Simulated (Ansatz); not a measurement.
`S[CH2][Al]([SH])[Cl]` and `[SH][Al]([Cl])[Cl]` differ in one atom or group.

Ansatz, PBE0-D4/def2-TZVP geometries, multiplicity 1. Each molecule was computed in one conformer, which needn't be the lowest. `S[CH2][Al]([SH])[Cl]` holds a close contact that its SMILES doesn't draw: Al···S 2.54 Å.

| property | `S[CH2][Al]([SH])[Cl]` |
| --- | --- |
| LUMO energy (ωB97M-V/def2-TZVPP) / eV | 1.17 |
| LUMO energy (PBE/def2-TZVPP) / eV | -1.43 |
| HOMO–LUMO gap (PBE/def2-TZVPP) / eV | 4.61 |
| LUMO energy (PBE0/def2-TZVPP) / eV | -0.54 |
| HOMO energy (PBE0/def2-TZVPP) / eV | -7.23 |
| size of the dipole moment (PBE/def2-TZVPP) / D | 1.83 |

Q: What does the change do to each property? (An estimate is asked.)

A: Computed: 
| property | `[SH][Al]([Cl])[Cl]` | shift |
| --- | --- | --- |
| LUMO energy (ωB97M-V/def2-TZVPP) / eV | 0.71 | -0.46 |
| LUMO energy (PBE/def2-TZVPP) / eV | -1.85 | -0.42 |
| HOMO–LUMO gap (PBE/def2-TZVPP) / eV | 5.18 | 0.57 |
| LUMO energy (PBE0/def2-TZVPP) / eV | -1.01 | -0.47 |
| HOMO energy (PBE0/def2-TZVPP) / eV | -8.26 | -1.03 |
| size of the dipole moment (PBE/def2-TZVPP) / D | 1.03 | -0.80 |

With PBE0 the HOMO falls by 1.03 eV and the LUMO falls by 0.47 eV, so the gap widens by about 0.56 eV. PBE moves the HOMO by -0.99 eV and ωB97M-V by -1.09 eV. The zero-point energy changes by -90.9 kJ/mol with -12 modes. Dipoles are sizes alone; their direction can turn.

Positive LUMOs are unbound, so they and the gaps depend on the basis.
